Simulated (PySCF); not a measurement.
Compound: C3H8ClOSi (doublet state).
Numbering: `[CH3:1][CH2:2][O:3][SiH2:4][CH:5][Cl:6]` (hydrogens: H7, H8, H9 on C1; H10, H11 on C2; H12, H13 on Si4; H14 on C5)

Cartesian coordinates in Å at the GFN2-xTB level; atoms count from 1:
```
atom  x, y, z in Å
C1    -1.8919   -0.2917   -1.3985
C2    -1.2547    0.4272   -0.2193
O3     0.0457   -0.0494   -0.0317
Si4    1.1293    0.3938    1.0845
C5     2.5394   -0.7111    0.6132
Cl6    3.9886   -0.6741    1.4696
H7    -1.3074   -0.1154   -2.2977
H8    -2.9043    0.0699   -1.5540
H9    -1.9196   -1.3613   -1.2075
H10   -1.2255    1.5087   -0.4024
H11   -1.8417    0.2584    0.6923
H12    0.6412    0.1429    2.4482
H13    1.4656    1.8212    0.9813
H14    2.5346   -1.4194   -0.2001
```

The hyperfine couplings belong to this conformer and change with its torsions.

Computed with UKS B3LYP, pcH-1 on C Cl H O Si, non-relativistic, mean-field spin-orbit, GIAO in PySCF 2.14.0. Geometry: GFN2-xTB, one conformer, isolated molecule. A GFN2-xTB geometry isn't a minimum of the functional, and hyperfine couplings can be far from their values at a DFT geometry. No stability test was run, so a lower SCF solution isn't excluded.

Task: Where do the isotropic ENDOR lines of H14, H12/H13, H10/H11 and Cl6 fall at 339.6 mT, to first order?

Result: ν± = |νn ± a/2|, one line for each electron-spin manifold; νn = |g_N| × 7.62259 MHz/T × B.

```tsv
nuclei	isotope	g_N	νn (MHz)	a_iso (MHz)	lower line (MHz)	upper line (MHz)
H14	1H	5.5857	14.46	-57.80	14.44	43.36
H12/H13	1H	5.5857	14.46	39.29	5.19	34.10
H10/H11	1H	5.5857	14.46	1.55	13.68	15.23
Cl6	35Cl	0.5479	1.42	5.81	1.49	4.32
```

Task: Which pairs are centred on the nuclear Larmor frequency, and which on half the coupling?

Result: Centred on νn, since |a| < 2νn: H10/H11. Centred on |a|/2 and split by 2νn: H14, H12/H13 and Cl6.

Task: At what field would the lower line of H12/H13 fall to zero frequency?

Result: Where νn = |a|/2, that is B = 19.64 MHz/(5.5857 × 7.62259 MHz/T) = 461 mT, as far as first order holds there.

Main isotope only: 35Cl (natural samples also hold 24 % 37Cl, magnetic too, which adds its own pattern).
